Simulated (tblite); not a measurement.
C5H11NOSi3.
SMILES with atom numbers: `[NH2:1][CH2:2][C:3]#[C:4][Si@@H:5]([C:6]#[C:7][SiH3:8])[O:9][SiH3:10]` (hydrogens: H11, H12 on N1; H13, H14 on C2; H15 on Si5; H16, H17, H18 on Si8; H19, H20, H21 on Si10)

Computed with GFN2-xTB (tblite), gas phase: L-BFGS steps from a force-field or distance-geometry start until the largest atomic force falls under 0.01 eV/Å.

Step 66: E = -774.2442 eV
```
atom  x, y, z in Å  |  force x, y, z in eV/Å
N1      4.0782    0.6742   -0.7730    0.016   0.020  -0.017
C2      3.7129   -0.7380   -0.7544    0.011   0.008   0.014
C3      2.3213   -0.9791   -0.3960    0.018  -0.012   0.004
C4      1.1630   -1.0664   -0.0726   -0.001   0.025   0.017
Si5    -0.5847   -1.2546    0.4985   -0.018   0.033   0.005
C6     -1.2216    0.4087    1.0245   -0.006   0.008  -0.008
C7     -1.6645    1.4819    1.3697    0.009   0.014  -0.008
Si8    -2.3456    3.1346    1.8471    0.016  -0.023  -0.016
O9     -1.4595   -1.7975   -0.7596   -0.031   0.001  -0.026
Si10   -2.6331   -1.9901   -1.8535    0.026  -0.016   0.028
H11     3.8997    1.0968    0.1327   -0.004  -0.024   0.001
H12     3.5182    1.1738   -1.4565   -0.011  -0.017   0.001
H13     3.9207   -1.1564   -1.7460   -0.022   0.012   0.021
H14     4.3582   -1.2434   -0.0256    0.003   0.006  -0.023
H15    -0.7218   -2.2340    1.5766   -0.002  -0.037   0.002
H16    -3.6963    2.9442    2.3857    0.014   0.001  -0.016
H17    -1.4737    3.7387    2.8592    0.009  -0.025   0.006
H18    -2.3704    3.9708    0.6429   -0.023   0.004   0.004
H19    -1.9585   -2.1681   -3.1387    0.001   0.007   0.034
H20    -3.4778   -0.7974   -1.8297   -0.006   0.012  -0.010
H21    -3.3736   -3.1818   -1.4387    0.002   0.003  -0.013
```

Step 67: E = -774.2446 eV
```
atom  x, y, z in Å  |  force x, y, z in eV/Å
N1      4.0730    0.6736   -0.7760    0.013   0.049  -0.016
C2      3.7081   -0.7382   -0.7581    0.017   0.011   0.011
C3      2.3182   -0.9797   -0.3945    0.002  -0.022   0.005
C4      1.1611   -1.0689   -0.0670    0.014   0.030   0.013
Si5    -0.5857   -1.2569    0.5064   -0.024   0.024   0.010
C6     -1.2226    0.4068    1.0309   -0.007   0.015  -0.008
C7     -1.6649    1.4815    1.3723    0.007   0.015  -0.008
Si8    -2.3447    3.1361    1.8461    0.011  -0.019  -0.014
O9     -1.4623   -1.8010   -0.7500   -0.039  -0.002  -0.034
Si10   -2.6264   -1.9892   -1.8551    0.043  -0.014   0.027
H11     3.9000    1.0948    0.1318   -0.005  -0.029  -0.016
H12     3.5095    1.1743   -1.4562   -0.004  -0.019   0.014
H13     3.9132   -1.1545   -1.7511   -0.028   0.007   0.019
H14     4.3570   -1.2434   -0.0329    0.006  -0.007  -0.013
H15    -0.7218   -2.2370    1.5846   -0.002  -0.030  -0.003
H16    -3.6967    2.9487    2.3847    0.028   0.002  -0.021
H17    -1.4714    3.7397    2.8582    0.001  -0.028  -0.003
H18    -2.3689    3.9716    0.6405   -0.021  -0.005   0.015
H19    -1.9428   -2.1640   -3.1364    0.000   0.007   0.040
H20    -3.4696   -0.7962   -1.8349   -0.012   0.021  -0.009
H21    -3.3710   -3.1810   -1.4504   -0.002  -0.006  -0.009
```

Task: Estimate the geometry and energy of step 68. (The exact step hangs on the optimiser's Hessian estimate; all steps are aligned on step 67, rigid shifts and turns removed.)

Result: E = -774.2454 eV, largest force 0.081 eV/Å
```
atom  x, y, z in Å  |  force x, y, z in eV/Å
N1      4.0593    0.6730   -0.7841    0.012   0.064  -0.019
C2      3.6952   -0.7386   -0.7675    0.027   0.017  -0.002
C3      2.3097   -0.9822   -0.3891    0.008  -0.030  -0.003
C4      1.1556   -1.0763   -0.0526    0.011   0.039   0.016
Si5    -0.5891   -1.2625    0.5280   -0.026  -0.012   0.016
C6     -1.2244    0.4027    1.0481   -0.007   0.019  -0.011
C7     -1.6655    1.4810    1.3794    0.002   0.020  -0.005
Si8    -2.3421    3.1397    1.8434    0.002   0.002  -0.008
O9     -1.4720   -1.8107   -0.7224   -0.059  -0.011  -0.052
Si10   -2.6080   -1.9871   -1.8595    0.075  -0.010   0.028
H11     3.8994    1.0897    0.1281   -0.010  -0.022  -0.022
H12     3.4866    1.1754   -1.4553   -0.003  -0.009   0.022
H13     3.8896   -1.1486   -1.7654   -0.034  -0.004   0.024
H14     4.3546   -1.2442   -0.0532    0.007  -0.029   0.000
H15    -0.7203   -2.2452    1.6061   -0.002  -0.008  -0.018
H16    -3.6968    2.9608    2.3818    0.050   0.001  -0.029
H17    -1.4659    3.7425    2.8554   -0.014  -0.033  -0.019
H18    -2.3646    3.9727    0.6343   -0.015  -0.023   0.037
H19    -1.8979   -2.1528   -3.1288   -0.003   0.009   0.055
H20    -3.4471   -0.7919   -1.8493   -0.019   0.032  -0.009
H21    -3.3651   -3.1800   -1.4845    0.000  -0.013   0.000
```

The energy changes by -0.0009 eV. The first-order estimate −F·Δx gives -0.0012 eV and the mean of the old and new forces, exact on a quadratic surface, -0.0008 eV. The step makes an angle of 85° with the force vector and moves no atom by more than 0.047 Å.

What follows is the cost of the whole relaxation. Hardware: an Arm Neoverse V1 with one thread, shared host with 32 logical CPUs at a one-minute load of 26. Cost: 1.3 s.
